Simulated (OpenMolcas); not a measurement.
# Ionisation energies of gold

```yaml
Program: OpenMolcas
Basis: ANO-R3 [9s7p6d4f2g2h]
Scalar_Hamiltonian: X2C, finite nucleus
Spin-orbit_coupling: state interaction with AMFI integrals over the reference wave functions, term energies averaged over their components
```

Active shells in each charge state: the valence d shell, with orbitals averaged over the low states. Where CASPT2's correlated closed shells are named, they are those of the first ion.

A. CASSCF
B. SS-CASPT2, IPEA 0.25 Eh, imaginary shift 0.1 Eh (closed shells correlated: 5s 5p)
C. SS-CASPT2, IPEA 0.25 Eh, imaginary shift 0.1 Eh (closed shells correlated: 4f 5s 5p)
D. SS-CASPT2, IPEA 0 Eh, imaginary shift 0.1 Eh (closed shells correlated: 5s 5p)
E. SS-CASPT2, IPEA 0.25 Eh, imaginary shift 0.1 Eh (closed shells correlated: none)

Energies in eV between the lowest computed levels, named as in B; reference values from the NIST Atomic Spectra Database with their kind.

| From | To | A | B | C | D | E | Spin-orbit share in B | Reference |
| --- | --- | --- | --- | --- | --- | --- | --- | --- |
| Au2+ 5d9 2D 5/2 | Au3+ 5d8 3F4 | 30.537 | 32.282 | 32.418 | 32.208 | 32.350 | -0.401 | 30.000 (theoretical) |
| Au3+ 5d8 3F4 | Au4+ 5d7 4F 9/2 | 44.729 | 46.235 | 46.404 | 46.173 | 46.257 | -0.075 | 45.000 (theoretical) |
| Au4+ 5d7 4F 9/2 | Au5+ 5d6 5D4 | 59.912 | 61.288 | 61.487 | 61.284 | 61.239 | +0.325 | 60.000 (theoretical) |
| Au5+ 5d6 5D4 | Au6+ 5d5 6S 5/2 | 74.795 | 76.251 | 76.485 | 76.229 | 76.123 | +0.799 | 74.000 (theoretical) |
| Au6+ 5d5 6S 5/2 | Au7+ 5d4 5D0 | 94.556 | 95.376 | 95.663 | 95.434 | 95.151 | -1.352 | 94.000 (theoretical) |
| Au7+ 5d4 5D0 | Au8+ 5d3 4F 3/2 | 111.364 | 112.239 | 112.557 | 112.283 | 111.888 | -0.557 | 112.000 (theoretical) |

The lowest level within the active space need not be the ion's true ground level.
